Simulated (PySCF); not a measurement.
**Electron correlation in I (iodine, neutral)**

[Kr] 4d10 5s2 5p4 6s1, high-spin 4P determinant (an excited configuration). Computed with PySCF 2.14 in aug-cc-pVTZ-PP with ECP28MDF, with a scalar-relativistic core potential. Frozen: 4s2 4p6 4d10; 7 electrons correlated.

```csv
level,correlation energy (mhartree)
CCSD,-119.71
(T),-4.33
CCSD(T),-124.04
```

Diagnostics: T1 = 0.013, D1 = 0.0402, largest double amplitude 0.038.

The outer electron is Rydberg-like, and this basis confines it to a smaller radius and binds it less than a complete one would.

Cost of the coupled-cluster step: roughly 2.8 core-seconds, for 7 correlated electrons.

Iterations:

```
CC2 = 0
CCSD nocc = (np.int64(5), np.int64(2)), nmo = (46, 46)
frozen orbitals [[0, 1, 2, 3, 4, 5, 6, 7, 8], [0, 1, 2, 3, 4, 5, 6, 7, 8]]
max_cycle = 100
direct = 0
conv_tol = 1e-08
conv_tol_normt = 1e-06
diis_space = 8
diis_start_cycle = 0
Init t2, MP2 energy = -0.101980560990507
Init E_corr(UCCSD) = -0.101980560993683
cycle = 1  E_corr(UCCSD) = -0.115172801128399  dE = -0.0131922401  norm(t1,t2) = 0.0481092
cycle = 2  E_corr(UCCSD) = -0.118218142939242  dE = -0.00304534181  norm(t1,t2) = 0.0175234
cycle = 3  E_corr(UCCSD) = -0.119769678657747  dE = -0.00155153572  norm(t1,t2) = 0.00841256
cycle = 4  E_corr(UCCSD) = -0.119674560165572  dE = 9.51184922e-05  norm(t1,t2) = 0.00294283
cycle = 5  E_corr(UCCSD) = -0.119707175512125  dE = -3.26153466e-05  norm(t1,t2) = 0.00138899
cycle = 6  E_corr(UCCSD) = -0.119714065421138  dE = -6.88990901e-06  norm(t1,t2) = 0.000248775
cycle = 7  E_corr(UCCSD) = -0.11971407801454  dE = -1.2593402e-08  norm(t1,t2) = 9.07901e-05
cycle = 8  E_corr(UCCSD) = -0.11971453508579  dE = -4.57071251e-07  norm(t1,t2) = 4.25744e-05
cycle = 9  E_corr(UCCSD) = -0.119714224697071  dE = 3.10388719e-07  norm(t1,t2) = 1.49329e-05
cycle = 10  E_corr(UCCSD) = -0.119714320967622  dE = -9.62705509e-08  norm(t1,t2) = 3.87128e-06
cycle = 11  E_corr(UCCSD) = -0.119714335711895  dE = -1.47442733e-08  norm(t1,t2) = 1.03035e-06
cycle = 12  E_corr(UCCSD) = -0.119714321231467  dE = 1.44804285e-08  norm(t1,t2) = 3.64725e-07
cycle = 13  E_corr(UCCSD) = -0.119714318073121  dE = 3.15834599e-09  norm(t1,t2) = 8.22704e-08
UCCSD converged
E(UCCSD) = -294.5428775617902  E_corr = -0.1197143180731209
UCCSD(T) correction = -0.00432899064264959
```
